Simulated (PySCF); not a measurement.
# Polarisability and C₆ of C⁺ (carbon, charge +1)

[He] 2s1 2p2, high-spin 4P determinant (an excited configuration). Calculation: PySCF 2.14, in aug-cc-pVTZ with one added diffuse shell each of s, p, d, f type (6s5p4d3f, 62 functions); the non-relativistic Hamiltonian (point nucleus). Coupled (time-dependent) response in atomic units; α is the mean over directions.

```tsv
method	mean α (bohr³)	α xx, yy, zz	C₆ (like pair)	S(−4)
UHF	3.870	4.819, 3.395, 3.395	8.266	8.983
PBE	4.305	5.224, 3.846, 3.846	9.362	12.82
PBE0	4.163	5.105, 3.693, 3.693	8.993	11.53
BLYP	4.283	5.162, 3.844, 3.844	9.292	12.60
wB97M-V	4.333	5.302, 3.848, 3.848	9.321	13.24
```

S(−4) is the Cauchy moment in α(ω) = α(0) + S(−4) ω² + …

α(iu) at UHF:

```
u (hartree)  α(iu) (bohr³)
          0          3.870
     0.0500          3.848
      0.100          3.783
      0.200          3.550
      0.300          3.235
      0.500          2.568
      0.750          1.884
       1.00          1.402
       1.50         0.8366
       2.00         0.5467
       3.00         0.2829
       5.00         0.1162
```

A single London oscillator, α(iu) = α/(1 + u²/ω²), gives C₆ = (3/4) ω α². Matching the computed C₆ needs ω = 4 × 8.266 / (3 × 3.870²) = 0.736 hartree.

For an ion, C₆ is the dispersion term alone; charge-induced terms of lower order in 1/R come first.

The components differ because the open shell of this determinant is not spherical; for a pure term their mean is the scalar polarisability.
